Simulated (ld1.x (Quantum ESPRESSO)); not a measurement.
What one change does to a pseudopotential (Sb (Z = 51), RRKJ)

ld1.x (Quantum ESPRESSO) 7.5 input, shortened:

```
&input
   title='Sb', zed=51., rel=1, dft='PBE', iswitch=3,
   config='[Kr] 4d10 5s2 5p3'
 /
 &inputp
   pseudotype=2, tm=.false., lloc=0,
   nlcc=.false.
 /
2
5P  2  1   3.00   0.00  1.95  1.95  0.0
5S  1  0   2.00   0.00  1.55  1.55  0.0
 &test
   configts(1)='5s2 5p3'
 /
```

Change: wave 5p (bound): rc 1.95 bohr becomes 5p (bound): rc 2.64 bohr.

Cutoffs: the cutoffs (Ry, on a coarse ladder) from which the occupation-weighted sum of valence levels, in a spherical-Bessel basis at the reference potential, stays within 10 and 1 mRy of its value at 400 Ry; they do not see the model core or the augmentation charge, which bear on the density cutoff. Errors are all-electron minus pseudo energies relative to the spin-unpolarised reference configuration.

Q: Predict the effect on cutoff, ghosts and configuration errors.

A: The potential gets neither clearly harder nor softer (45 Ry and 90 Ry → 45 Ry and 90 Ry); the s channel sets the loose cutoff, while the largest relative change is in p, which becomes harder; of the 7 tests that both files solve, the error grows in 2 and shrinks in 4 by more than 15 % and 0.3 meV (median size 11.5 → 9.8 meV); neither file shows a bound ghost.

| quantity | base | changed |
| --- | --- | --- |
| cutoff, loose | 45 Ry | 45 Ry |
| cutoff, tight | 90 Ry | 90 Ry |
| loose cutoff by channel (10 mRy a level) | p 10 Ry, s 30 Ry | p 12 Ry, s 30 Ry |
| bound ghosts | none | none |
| error for 5s2 5p2, meV [ΔE 8.32 eV] | -3.6 | -3.0 |
| error for 5s2 5p1, meV [ΔE 24.28 eV] | -11 | -4.7 |
| error for 5s2 5p0, meV [ΔE 48.70 eV] | +23 | +48 |
| error for 5s0 5p5, meV [ΔE 16.43 eV] | +61 | +50 |
| error for 5s1 5p0, meV [ΔE 92.99 eV] | +209 | +255 |
| error for 5s2 5p2.5, meV [ΔE 3.26 eV] | -1.0 | -1.0 |
| error for 5s1 5p4, meV [ΔE 8.11 eV] | +12 | +9.8 |
